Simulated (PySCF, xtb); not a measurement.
CH7Cl2NSi2, SMILES CN[Si@H](Cl)[SiH2]Cl. The values are those of a single conformer.

Harmonic wavenumbers (cm⁻¹) from GFN2-xTB run with xtb 6.7.1 at its own minimum, in rising order: 18, 47, 75, 125, 133, 155, 201, 327, 381, 415, 466, 501, 525, 574, 603, 665, 691, 798, 808, 1065, 1109, 1153, 1355, 1422, 1487, 1498, 2198, 2217, 2231, 2917, 2989, 3031, 3444.

Question: What does PBE-D3(BJ)/def2-SVP run with PySCF give at its own minimum? (Estimate from the structure and the level; the computed values follow.)

Answer: 42, 64, 76, 96, 135, 146, 240, 321, 405, 437, 484, 502, 530, 660, 687, 754, 800, 834, 896, 1064, 1097, 1138, 1346, 1400, 1409, 1443, 2160, 2172, 2185, 2931, 3011, 3048, 3505. Paired by order, the mean absolute difference is 34 cm⁻¹ and the zero-point energies are 50.9 and 51.5 kcal/mol.
